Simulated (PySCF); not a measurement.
C$_{5}$H$_{12}$Be (SMILES [CH3][Be][C](C)(C)C), singlet, geometry from GFN2-xTB (such geometries of metal compounds can be far from the true shape), atoms displaced at random by about 0.08 Å a coordinate; HF/STO-3G, gradient by finite differences in PySCF.

PySCF was given this input:
```python
from pyscf import gto, scf

mol = gto.M(
    atom='''
Be    0.60890488    1.10314703   -0.24321607
C     1.59446577    2.44896807   -0.52691214
H     2.56948244    2.52901810   -0.26077499
H     1.20432397    3.40477628    0.00029186
H     1.57622569    2.87597091   -1.59869805
C    -0.36376550   -0.38613901    0.12152536
C    -1.77646853   -0.09056339    0.13993212
C    -0.00864896   -1.34931240   -1.02958111
C     0.25118490   -1.12841380    1.43628390
H    -2.26594972   -1.02164983    0.33894775
H    -2.18112658    0.22811040   -0.63493400
H    -2.03664124    0.57041506    0.97654784
H    -0.45512856   -1.15950103   -2.05008371
H     0.99199250   -1.74324672   -1.11750426
H    -0.56560458   -2.28203495   -0.93868641
H     1.16923482   -1.26910175    1.37644832
H    -0.01209408   -0.25035120    2.24285979
H    -0.35058903   -1.99966766    1.58843140
''',
    basis='sto-3g',
    verbose=4,
)

mf = scf.RHF(mol)
mf.conv_tol = 1e-11
mf.kernel()
scan, done = mf.as_scanner(), []
scan.scf_summary = {}
def energy(d):
    c = mol.atom_coords()
    c[2, 2] += d
    e = scan(mol.set_geom_(c, unit='Bohr', inplace=False))
    done.append(scan.converged)
    return e
h = 0.01
fd = (energy(h) - energy(-h)) / (2 * h)
print('dE/dx =', fd)
```

It wrote (shortened):

```
PySCF version 2.14.0

[INPUT] verbose = 4
[INPUT] num. atoms = 18
[INPUT] num. electrons = 46
[INPUT] charge = 0
[INPUT] spin (= nelec alpha-beta = 2S) = 0
[INPUT] symmetry False subgroup None
[INPUT] Mole.unit = angstrom
[INPUT] Symbol           X                Y                Z      unit          X                Y                Z       unit  Magmom
[...]
nuclear repulsion = 209.470575615955
number of shells = 30
number of NR pGTOs = 126
number of NR cGTOs = 42
basis = sto-3g
ecp = {}

******** <class 'pyscf.scf.hf.RHF'> ********
method = RHF
initial guess = minao
damping factor = 0
level_shift factor = 0
DIIS = <class 'pyscf.scf.diis.CDIIS'>
diis_start_cycle = 1
diis_space = 8
diis_damp = 0
SCF conv_tol = 1e-11
SCF conv_tol_grad = None
SCF max_cycles = 50
direct_scf = True
direct_scf_tol = 1e-13
Set gradient conv threshold to 3.16228e-06
Initial guess from minao.
init E= -209.351441412563
[...]
cycle= 1 E= -208.287265378529  delta_E= 1.06  |g|= 0.292  |ddm|= 4.79
[...]
cycle= 2 E= -208.32935341569  delta_E= -0.0421  |g|= 0.0761  |ddm|= 0.609
[...]
cycle= 3 E= -208.332712352376  delta_E= -0.00336  |g|= 0.0162  |ddm|= 0.199
[...]
cycle= 4 E= -208.332822820952  delta_E= -0.00011  |g|= 0.00251  |ddm|= 0.0317
[...]
cycle= 5 E= -208.332827824147  delta_E= -5e-06  |g|= 0.000578  |ddm|= 0.00714
[...]
cycle= 6 E= -208.332828112867  delta_E= -2.89e-07  |g|= 0.000168  |ddm|= 0.00185
[...]
cycle= 7 E= -208.332828131306  delta_E= -1.84e-08  |g|= 3.37e-05  |ddm|= 0.000435
[...]
cycle= 8 E= -208.33282813223  delta_E= -9.24e-10  |g|= 8.25e-06  |ddm|= 9.36e-05
[...]
cycle= 9 E= -208.33282813229  delta_E= -6.04e-11  |g|= 2.03e-06  |ddm|= 2.28e-05
[...]
cycle= 10 E= -208.332828132296  delta_E= -5.51e-12  |g|= 5.53e-07  |ddm|= 5.72e-06
[...]
Extra cycle  E= -208.332828132296  delta_E= -5.68e-13  |g|= 2.61e-07  |ddm|= 1.16e-06
converged SCF energy = -208.332828132296
Create scanner for <class 'pyscf.scf.hf.RHF'>

WARN: Mole.unit (angstrom) is changed to Bohr

New geometry
   1 Be     0.608904880000   1.103147030000  -0.243216070000 AA    1.150663459111   2.084645761827  -0.459611761393 Bohr
   2 C      1.594465770000   2.448968070000  -0.526912140000 AA    3.013103620294   4.627878940105  -0.995719636308 Bohr
   3 H      2.569482440000   2.529018100000  -0.255483217891 AA    4.855618093479   4.779151573068  -0.482793311236 Bohr
   4 H      1.204323970000   3.404776280000   0.000291860000 AA    2.275842468549   6.434094684615   0.000551535467 Bohr
   5 H      1.576225690000   2.875970910000  -1.598698050000 AA    2.978634864604   5.434797362116  -3.021101470376 Bohr
   6 C     -0.363765500000  -0.386139010000   0.121525360000 AA   -0.687417168565  -0.729696974911   0.229649647589 Bohr
   7 C     -1.776468530000  -0.090563390000   0.139932120000 AA   -3.357038990609  -0.171140004012   0.264433382830 Bohr
   8 C     -0.008648960000  -1.349312400000  -1.029581110000 AA   -0.016344165662  -2.549830892480  -1.945626320926 Bohr
   9 C      0.251184900000  -1.128413800000   1.436283900000 AA    0.474670667626  -2.132393037180   2.714183208122 Bohr
  10 H     -2.265949720000  -1.021649830000   0.338947750000 AA   -4.282024382835  -1.930638373908   0.640518418038 Bohr
  11 H     -2.181126580000   0.228110400000  -0.634934000000 AA   -4.121731879209   0.431066182165  -1.199851367175 Bohr
  12 H     -2.036641240000   0.570415060000   0.976547840000 AA   -3.848694157595   1.077928240727   1.845407965136 Bohr
  13 H     -0.455128560000  -1.159501030000  -2.050083710000 AA   -0.860068329868  -2.191139387851  -3.874096744332 Bohr
  14 H      0.991992500000  -1.743246720000  -1.117504260000 AA    1.874594142623  -3.294258868346  -2.111776994435 Bohr
  15 H     -0.565604580000  -2.282034950000  -0.938686410000 AA   -1.068837751000  -4.312421062186  -1.773860231751 Bohr
  16 H      1.169234820000  -1.269101750000   1.376448320000 AA    2.209533585105  -2.398254731706   2.601110349418 Bohr
  17 H     -0.012094080000  -0.250351200000   2.242859790000 AA   -0.022854498929  -0.473095202956   4.238390738900 Bohr
  18 H     -0.350589030000  -1.999667660000   1.588431400000 AA   -0.662517248977  -3.778824217550   3.001700313659 Bohr

******** <class 'pyscf.scf.hf.RHF_Scanner'> ********
method = RHF_Scanner
initial guess = minao
damping factor = 0
level_shift factor = 0
DIIS = <class 'pyscf.scf.diis.CDIIS'>
diis_start_cycle = 1
diis_space = 8
diis_damp = 0
SCF conv_tol = 1e-11
SCF conv_tol_grad = None
SCF max_cycles = 50
direct_scf = True
direct_scf_tol = 1e-13
Set gradient conv threshold to 3.16228e-06
init E= -208.332631363936
[...]
cycle= 1 E= -208.333030202572  delta_E= -0.000399  |g|= 0.000504  |ddm|= 0.00351
[...]
cycle= 2 E= -208.333030340246  delta_E= -1.38e-07  |g|= 0.000158  |ddm|= 0.000871
[...]
cycle= 3 E= -208.333030355065  delta_E= -1.48e-08  |g|= 3.65e-05  |ddm|= 0.000338
[...]
cycle= 4 E= -208.333030355753  delta_E= -6.89e-10  |g|= 6.5e-06  |ddm|= 6.74e-05
[...]
cycle= 5 E= -208.333030355801  delta_E= -4.77e-11  |g|= 1.72e-06  |ddm|= 1.81e-05
[...]
cycle= 6 E= -208.333030355805  delta_E= -3.58e-12  |g|= 6.19e-07  |ddm|= 5.18e-06
[...]
Extra cycle  E= -208.333030355805  delta_E= -7.96e-13  |g|= 2.83e-07  |ddm|= 1.28e-06
converged SCF energy = -208.333030355805

WARN: Mole.unit (angstrom) is changed to Bohr

New geometry
   1 Be     0.608904880000   1.103147030000  -0.243216070000 AA    1.150663459111   2.084645761827  -0.459611761393 Bohr
   2 C      1.594465770000   2.448968070000  -0.526912140000 AA    3.013103620294   4.627878940105  -0.995719636308 Bohr
   3 H      2.569482440000   2.529018100000  -0.266066762109 AA    4.855618093479   4.779151573068  -0.502793311236 Bohr
   4 H      1.204323970000   3.404776280000   0.000291860000 AA    2.275842468549   6.434094684615   0.000551535467 Bohr
   5 H      1.576225690000   2.875970910000  -1.598698050000 AA    2.978634864604   5.434797362116  -3.021101470376 Bohr
   6 C     -0.363765500000  -0.386139010000   0.121525360000 AA   -0.687417168565  -0.729696974911   0.229649647589 Bohr
   7 C     -1.776468530000  -0.090563390000   0.139932120000 AA   -3.357038990609  -0.171140004012   0.264433382830 Bohr
   8 C     -0.008648960000  -1.349312400000  -1.029581110000 AA   -0.016344165662  -2.549830892480  -1.945626320926 Bohr
   9 C      0.251184900000  -1.128413800000   1.436283900000 AA    0.474670667626  -2.132393037180   2.714183208122 Bohr
  10 H     -2.265949720000  -1.021649830000   0.338947750000 AA   -4.282024382835  -1.930638373908   0.640518418038 Bohr
  11 H     -2.181126580000   0.228110400000  -0.634934000000 AA   -4.121731879209   0.431066182165  -1.199851367175 Bohr
  12 H     -2.036641240000   0.570415060000   0.976547840000 AA   -3.848694157595   1.077928240727   1.845407965136 Bohr
  13 H     -0.455128560000  -1.159501030000  -2.050083710000 AA   -0.860068329868  -2.191139387851  -3.874096744332 Bohr
  14 H      0.991992500000  -1.743246720000  -1.117504260000 AA    1.874594142623  -3.294258868346  -2.111776994435 Bohr
  15 H     -0.565604580000  -2.282034950000  -0.938686410000 AA   -1.068837751000  -4.312421062186  -1.773860231751 Bohr
  16 H      1.169234820000  -1.269101750000   1.376448320000 AA    2.209533585105  -2.398254731706   2.601110349418 Bohr
  17 H     -0.012094080000  -0.250351200000   2.242859790000 AA   -0.022854498929  -0.473095202956   4.238390738900 Bohr
  18 H     -0.350589030000  -1.999667660000   1.588431400000 AA   -0.662517248977  -3.778824217550   3.001700313659 Bohr

******** <class 'pyscf.scf.hf.RHF_Scanner'> ********
method = RHF_Scanner
initial guess = minao
damping factor = 0
level_shift factor = 0
DIIS = <class 'pyscf.scf.diis.CDIIS'>
diis_start_cycle = 1
diis_space = 8
diis_damp = 0
SCF conv_tol = 1e-11
SCF conv_tol_grad = None
SCF max_cycles = 50
direct_scf = True
direct_scf_tol = 1e-13
Set gradient conv threshold to 3.16228e-06
init E= -208.333413618823
[...]
cycle= 1 E= -208.332617544731  delta_E= 0.000796  |g|= 0.00101  |ddm|= 0.00703
[...]
cycle= 2 E= -208.332618092741  delta_E= -5.48e-07  |g|= 0.000314  |ddm|= 0.00174
[...]
cycle= 3 E= -208.332618151663  delta_E= -5.89e-08  |g|= 7.09e-05  |ddm|= 0.000679
[...]
cycle= 4 E= -208.332618154232  delta_E= -2.57e-09  |g|= 1.29e-05  |ddm|= 0.000129
[...]
cycle= 5 E= -208.332618154417  delta_E= -1.86e-10  |g|= 3.39e-06  |ddm|= 3.6e-05
[...]
cycle= 6 E= -208.33261815443  delta_E= -1.3e-11  |g|= 1.22e-06  |ddm|= 1.03e-05
[...]
cycle= 7 E= -208.332618154432  delta_E= -1.82e-12  |g|= 2.44e-07  |ddm|= 3.9e-06
[...]
Extra cycle  E= -208.332618154434  delta_E= -1.53e-12  |g|= 1.07e-07  |ddm|= 4.89e-07
converged SCF energy = -208.332618154434
dE/dx = -0.02061006857729808
```
